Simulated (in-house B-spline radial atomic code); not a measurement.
**Ionising Mo⁸⁺ with different functionals**

Computed with a radial B-spline atomic code at the basis-set limit: non-relativistic Hamiltonian, point nucleus, spin-polarised at highest spin, spherical fractional occupations for the functionals, and exact exchange of hybrids averaged over the configuration. The ionisation energy is the difference of two self-consistent energies, [Ar] 3d10 4s2 4p4 → [Ar] 3d10 4s2 4p3, without Breit or QED terms; ε is the level of the shell that loses the electron (its least bound occupied spin orbital). There is no spin-orbit coupling in this Hamiltonian.

```tsv
method	rung	ΔSCF (eV)	-ε(4p) (eV)
PBE0	global hybrid	?	?
B3LYP	global hybrid	162.60	155.19
TPSSh	global hybrid	162.19	154.10
M06-2X	global hybrid	161.58	158.24
BHandHLYP	global hybrid	162.31	157.81
r2SCAN0	global hybrid	162.02	155.53
B97-1	global hybrid	162.33	155.10
HSE06	range-separated hybrid	162.43	155.11
wB97X	range-separated hybrid	162.52	158.12
CAM-B3LYP	range-separated hybrid	162.60	157.18
LC-wPBE	range-separated hybrid	?	?
```

Problem. What does PBE0 give?

Solution. ΔSCF 162.31 eV, and -ε(4p) = 155.53 eV.

Problem. What does LC-wPBE give?

Solution. ΔSCF 162.61 eV, and -ε(4p) = 158.62 eV.

Problem. Among the functionals, which spreads more, the ΔSCF values or the orbital energies?

Solution. The orbital energies: ΔSCF values span about 1.03 eV and the orbital energies 4.52 eV; here energy differences depend much less on the functional than eigenvalues do.

Problem. How do they compare with the NIST value?

Solution. NIST lists 164.12 eV ± 0.09 (measured, ground level to ground level). Errors run from -2.54 to -1.51 eV. The correlated functionals all miss on the same side by more than they spread, so the cause is common to them (relativity, Breit-QED terms, multiplet and fine-structure energies, or a listed next ion that isn't the cheapest removal here) and closeness doesn't rank the functionals.
